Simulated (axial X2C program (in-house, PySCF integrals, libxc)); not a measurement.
**Ionising CaSe**

Computed with an in-house relativistic program for diatomic molecules, spin-free (one-electron X2C) or two-component (2c: spin–orbit coupling with atomic mean-field Coulomb and Gaunt terms, which also bring small scalar terms), in Dyall basis sets with cores contracted in-house; open shells are unrestricted.

Basis sets: Ca dyall-cv3z, Se dyall-cv3z.

```csv
Hamiltonian,level,CaSe state,Re (Å),ωe (cm⁻¹),De (eV)
spin-free,HF,"M_S = 0, Λ = 0",2.484,359.9,1.15
spin-free,PBE0,"M_S = 0, Λ = 0",2.427,367.6,3.22
```

Adiabatic ionisation energy (minimum to minimum, no zero-point term) and constants of CaSe⁺:

```json
{"Hamiltonian": "spin-free", "level": "HF", "CaSe⁺ state": "M_S = 1/2, Λ = 1", "IE (eV)": "5.12", "Re (Å)": "2.644", "ωe (cm⁻¹)": "302.8", "De (eV)": "1.16", "fragments": "Se + Ca+"}
{"Hamiltonian": "spin-free", "level": "PBE0", "CaSe⁺ state": "M_S = 1/2, Λ = 1", "IE (eV)": "6.64", "Re (Å)": "2.574", "ωe (cm⁻¹)": "313.0", "De (eV)": "2.60", "fragments": "Se + Ca+"}
```

Q: Add the zero-point terms to the ionisation energy at PBE0, spin-free, and say whether the electron removed was bonding.

A: IE0 = IE + (ωe⁺ − ωe)/2 = 6.64 + (-0.003) = 6.64 eV. Re changes by 0.147 Å, so the bond lengthens, as on loss of a bonding electron.

Q: Close the cycle De(CaSe⁺) + IE(CaSe) = De(CaSe) + IE(Ca) to find the atomic ionisation energy at PBE0, spin-free.

A: IE(Ca) = 2.60 + 6.64 − 3.22 = 6.02 eV, for the determinants used.

Each entry is the lowest single determinant of a limited PBE0 search at one distance. De goes to single-determinant-based atoms at the same level (for ions the charge split of lowest energy) and is withheld (n/a) where an atom does not fit its ground term or J level. Main or longest-lived isotopes. The functionals have no current term, which raises determinants with orbital currents.
